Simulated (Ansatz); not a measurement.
Reaction (cleavage of the Si–Si bond): `O[SiH2][SiH](F)F` + `CN[SiH2]O` → `CN([SiH2]O)[SiH](F)F` + `O[SiH3]`

Gas-phase electronic energies from Ansatz, PBE0-D4/def2-TZVP geometries. CCSD(T)/CBS is the MP2 limit (def2-TZVPP, def2-QZVPP) plus CCSD(T) − MP2 in def2-TZVPP, frozen cores. Functionals use def2-TZVPP. B3LYP here is the variant with VWN-RPA as its local correlation; programs differ in this. One conformer a species, not always the lowest.

```csv
level,ΔE (kJ/mol),difference from CCSD(T)/CBS
PBE-D4,-83.5,26.3
r2SCAN-D4,-102.6,7.2
PBE0-D4,-93.1,16.7
B3LYP-D4,-101.3,8.5
ωB97X-V,-102.8,7.0
ωB97M-V,-110.9,-1.1
B2PLYP,-105.1,4.7
PBE,-78.9,30.9
r2SCAN,-101.2,8.6
PBE0,-89.0,20.8
B3LYP,-94.0,15.8
HF/def2-TZVPP,-114.6,-4.8
MP2/def2-TZVPP,-120.1,-10.3
SCS-MP2/def2-TZVPP,-118.0,-8.2
CCSD/def2-TZVPP,-112.5,-2.7
CCSD(T)/def2-TZVPP,-112.6,-2.8
HF/def2-QZVPP,-115.5,-5.7
MP2/def2-QZVPP,-118.8,-9.0
SCS-MP2/def2-QZVPP,-116.6,-6.8
HF/CBS(def2),-115.6,-5.8
MP2/CBS(def2),-117.3,-7.5
CCSD/CBS(def2),-109.7,0.1
CCSD(T)/CBS,-109.8,0
```

Largest T1 diagnostic among the species: 0.012.

The D4 term adds −7.3 kJ/mol with B3LYP and −4.1 kJ/mol with PBE0; it sums over pairs of atoms, weighted by their polarisabilities, and B3LYP, whose exchange is more repulsive, gets the larger term. From PBE to PBE0 (25 % exact exchange), in def2-TZVPP and without D4, ΔE moves by −10.1 kJ/mol.

CCSD(T)/CBS has its own doubt, a few kJ/mol and more with outer-core shells, so smaller differences from it don't rank the levels.
